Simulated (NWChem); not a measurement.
# PbH2O2, singlet; SMILES [Pb]([OH])[OH]

```xyz
5

Pb     0.2721     0.0332     0.0000
O     -1.3084     1.4061     0.0000
H     -2.1408     0.9120     0.0000
O     -1.1213    -1.5558     0.0000
H     -0.7306    -2.4375     0.0000
```
Atoms are numbered in this order, from 1.

Program: NWChem. Low-valent species are run as closed-shell singlets; no triplet was tried in these runs. Geometry: optimised at PBE0/def2-SVP. def2 effective core potentials on Pb; no spin-orbit coupling. Level PBE/def2-SVP: energy and gradient on several grids; changes count from the extra-fine grid, which is no exact limit either.

```json
[
 {"grid": "xcoarse", "size of the energy change (μHa)": "2000", "largest change of a gradient component (μHa/bohr)": "10000"},
 {"grid": "coarse", "size of the energy change (μHa)": "80", "largest change of a gradient component (μHa/bohr)": "1000"},
 {"grid": "medium", "size of the energy change (μHa)": "< 10", "largest change of a gradient component (μHa/bohr)": "100"},
 {"grid": "fine", "size of the energy change (μHa)": "< 10", "largest change of a gradient component (μHa/bohr)": "< 30"},
 {"grid": "xfine", "size of the energy change (μHa)": "< 10", "largest change of a gradient component (μHa/bohr)": "< 30"}
]
```
